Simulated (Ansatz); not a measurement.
Input for Ansatz (a quantum-chemistry and plane-wave program): R-r2SCAN/def2-TZVPP on CH6InNO (SMILES C[O][InH][NH2]), a point of a torsion scan. Elements past Kr take the def2 small-core potentials; no spin–orbit coupling.

Ansatz 0.2 input:
```yaml
crystal:
  periodic: [false, false, false]
  atoms:
    - {symbol: C, position_ang: [-1.74207813, -0.23583539, 0.22738869]}
    - {symbol: O, position_ang: [-0.75299284, -0.97083199, -0.44260546]}
    - {symbol: In, position_ang: [-0.74244389, -2.93173270, -0.66802457]}
    - {symbol: N, position_ang: [-2.26993172, -3.90267091, 0.31739872]}
    - {symbol: H, position_ang: [-2.09093240, -0.73716182, 1.14068539]}
    - {symbol: H, position_ang: [-1.30624078, 0.72715186, 0.51324152]}
    - {symbol: H, position_ang: [-2.60627031, -0.04482192, -0.42146821]}
    - {symbol: H, position_ang: [0.64358590, -3.38699164, -1.53342021]}
    - {symbol: H, position_ang: [-3.13395464, -3.39697881, 0.13014832]}
    - {symbol: H, position_ang: [-2.41892853, -4.85832733, 0.00999598]}
basis:
  gaussian:
    orbitals: def2-TZVPP
hamiltonian:
  xc: {name: r2SCAN}
scf: {lower_state_search: off}
```

It printed:

```
WARN ansatz: RAYON_NUM_THREADS=1 ignored (pool sized by the plan → 1); use --threads N
Functional definition: r2SCAN
these checks for a lower state are left out or cut short: stability, starts, cluster_reference, orbital_swaps, neighbouring_geometries, increment
integrals: 0.14 GiB planned
1228 factors; their error is unknown
mean field: 0.99 GiB planned
mean field evaluation 1: about -9829.6754 eV, gradient 9.4e1 eV
mean field evaluation 2: about -9726.6161 eV, gradient 2.1e2 eV
mean field evaluation 4: about -9845.5626 eV, gradient 2.8e1 eV
mean field evaluation 8: about -9847.0470 eV, gradient 1.4e-1 eV
mean field evaluation 16: about -9847.0315 eV, gradient 1.2e-3 eV
mean field -9847.03146162 eV, -361.8717316568 hartree, gradient 3.4e-6 eV, S^2 0.000000; 0 other end points of the search recorded, 0 dependent functions left out
reference -9847.03148057 eV, -361.8717323533 hartree; 24, 24 occupied and 203, 203 virtual orbitals, 1228 factors
Total energy: -9847.03148057 eV, -361.8717323533 hartree
Checks for a lower state left out: stability, starts, cluster_reference, orbital_swaps, neighbouring_geometries, increment
```

Self-consistency was reached.

Cost: very roughly 5 core-seconds.
